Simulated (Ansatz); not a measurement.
Consider the formal loss of a carbene: `CC(=O)C(C(C)=O)C(C)C` → `CCC(C(C)=O)C(C)=O` + `[CH2]` (triplet).

Program: Ansatz. Geometries: PBE0-D4/def2-TZVP. ΔE: electronic, gas phase. CBS: MP2 limit from def2 TZ/QZ plus the TZ coupled-cluster correction, frozen cores. This one scheme is used for every species. Functionals use def2-TZVPP. B3LYP here is the variant with VWN-RPA as its local correlation; programs differ in this. Triplets are unrestricted, without spin–orbit coupling. One conformer a species, not always the lowest.

```csv
level,ΔE (kcal/mol)
B3LYP-D4,103.0
B2PLYP,102.1
HF/def2-TZVPP,68.0
MP2/def2-TZVPP,106.8
HF/def2-QZVPP,67.9
SCS-MP2/def2-QZVPP,108.0
HF/CBS(def2),67.9
MP2/CBS(def2),109.3
```

**Question.** What does CCSD(T)/CBS give? (Estimate.)

**Answer.** Computed: +105.8 kcal/mol. The listed levels differ from it by -2.8, -3.7, -37.8, 1.0, -37.9, 2.2, -37.9, 3.5 kcal/mol.

Largest T1 diagnostic among the species: 0.014.

In def2-TZVPP, CCSD(T) changes the Hartree–Fock value by +35.3 kcal/mol (the triples alone add +3.1 kcal/mol) and MP2 by +38.8 kcal/mol. From PBE to PBE0 (25 % exact exchange), in def2-TZVPP and without D4, ΔE moves by −1.6 kcal/mol. The D4 term adds +3.9 kcal/mol with B3LYP and +2.2 kcal/mol with PBE0; it sums over pairs of atoms, weighted by their polarisabilities, and B3LYP, whose exchange is more repulsive, gets the larger term.
